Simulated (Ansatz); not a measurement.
`[AgH]` + F• → Ag• + H–F at 400 K and 1 bar (hydrogen abstraction from the Ag–H bond).

Isolated molecules relaxed with PBE0-D4/def2-TZVP in Ansatz; ΔE leaves out vibrations. CBS: MP2 limit from def2 TZ/QZ plus the TZ coupled-cluster correction, frozen cores. This one scheme is used for every species, atoms too. Open shells (•) are unrestricted, without spin–orbit coupling. Spin–orbit coupling would lower the free atoms: a little for F. Elements past krypton have def2 core potentials. For Ag outer-core shells are correlated without core-valence functions, so the limit isn't a true one: a few kJ/mol of doubt a bond, and 10 to 20 or more in all where bonds break to atoms.

```
species  CCSD(T)/CBS energy (Eh)  H − E (kJ/mol)  S (J/(mol·K))
`[AgH]`               -147.49153            22.3          213.2
     F•                -99.66871             8.3          166.6
    Ag•               -146.90189             8.3          179.1
    H–F               -100.39570            36.5          182.2
```

H − E and S are ideal-gas, rigid-rotor, harmonic terms from PBE0-D4/def2-TZVP, with the whole ground term of open shells counted as degenerate. 1 Eh = 2625.50 kJ/mol, R = 8.31446 J/(mol·K).

Q: By hand: ΔE, ΔH, ΔS and ΔG.

A: ΔE = (-146.90189) + (-100.39570) − (-147.49153) − (-99.66871) = -0.13735 Eh = -360.6 kJ/mol. Δ(H − E) = 8.3 + 36.5 − 22.3 − 8.3 = 14.2, so ΔH = -346.4 kJ/mol. ΔS = 179.1 + 182.2 − 213.2 − 166.6 = -18.5 J/(mol·K). ΔG = -346.4 − 400 × (-18.5)/1000 = -339.0 kJ/mol.

Q: By hand: the equilibrium constant, and the temperature at which ΔG would vanish if ΔH and ΔS stayed fixed.

A: log₁₀ K = −ΔG/(RT ln 10) = 44.3. ΔG = 0 at ΔH/ΔS = 18724 K, far beyond where these terms or the molecules hold.

ΔH outweighs TΔS. A doubt of 5 kJ/mol in ΔE shifts log₁₀ K by 0.7 here. These are equilibria of isolated gas molecules and say nothing of rates. Largest T1 diagnostic: 0.026 (customary marks: 0.02 for closed shells, 0.045 for open ones).
